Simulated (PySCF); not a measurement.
**[Pm(H2CO)]3+ at several levels of theory**

Computed with PySCF 2.14.0 (density fitting, no spin-orbit coupling) at the geometry relaxed with PBE0:

```xyz
5
[Pm(H2CO)]3+ (singlet in the valence; each metal's 4f electrons, 4 of them, lie in its core potential, out of spins and levels)
Pm    0.0000    0.0000   -0.2505
O     0.0000    0.0000    1.8868
C     0.0000    0.0000    3.1529
H     0.9707    0.0000    3.6977
H    -0.9707    0.0000    3.6977
```

```json
{"level": "PBE0", "basis": "Pm lcecp-1-SVP with ECP50, O def2-SVP, C def2-SVP, H def2-SVP", "state": "singlet", "HOMO (eV)": "-24.96", "gap (eV)": "5.66", "charge on Pm1 (e)": "2.47", "population of f-type functions on Pm1 (polarisation alone where 4f lies in the core)": "0.03", "dipole about the centre of mass (D)": "4.14", "largest force component (eV/Å)": "0.01"}
{"level": "revPBE", "basis": "the same", "state": "singlet", "HOMO (eV)": "-23.61", "gap (eV)": "3.29", "charge on Pm1 (e)": "2.40", "population of f-type functions on Pm1 (polarisation alone where 4f lies in the core)": "0.03", "dipole about the centre of mass (D)": "4.54", "largest force component (eV/Å)": "0.61"}
{"level": "PBE0", "basis": "Pm lcecp-1-TZVP with ECP50, O def2-TZVP, C def2-TZVP, H def2-TZVP", "state": "singlet", "HOMO (eV)": "-24.92", "gap (eV)": "5.70", "charge on Pm1 (e)": "2.54", "population of f-type functions on Pm1 (polarisation alone where 4f lies in the core)": "0.04", "dipole about the centre of mass (D)": "4.20", "largest force component (eV/Å)": "0.35"}
```

In the lcecp rows the 4f levels are missing from HOMO and gap, and the state counts the valence alone.

Charges are Mulliken's, which hang on the basis. The relaxation used the grid (50, 194), these runs (75, 302) or, all-electron (x2c bases, spin-free X2C Hamiltonian), (99, 590).

Task: What does TPSSh with Pm lcecp-1-SVP with ECP50, O def2-SVP, C def2-SVP, H def2-SVP give here?

Result: state singlet, HOMO (eV) -24.24, gap (eV) 4.54, charge on Pm1 (e) 2.46, population of f-type functions on Pm1 (polarisation alone where 4f lies in the core) 0.03, dipole about the centre of mass (D) 4.27, largest force component (eV/Å) 0.59. Time: 3.2 s on 2 threads of Arm Neoverse V1, with other jobs on the host, from an already converged density.

In the first row's basis the gap widens with exact exchange: 3.3 eV for revPBE (none); 4.5 to 5.7 eV for TPSSh, PBE0 (a fixed share).

An lcecp potential fixes the number of 4f electrons, so in runs with it no electron can move into or out of that shell.
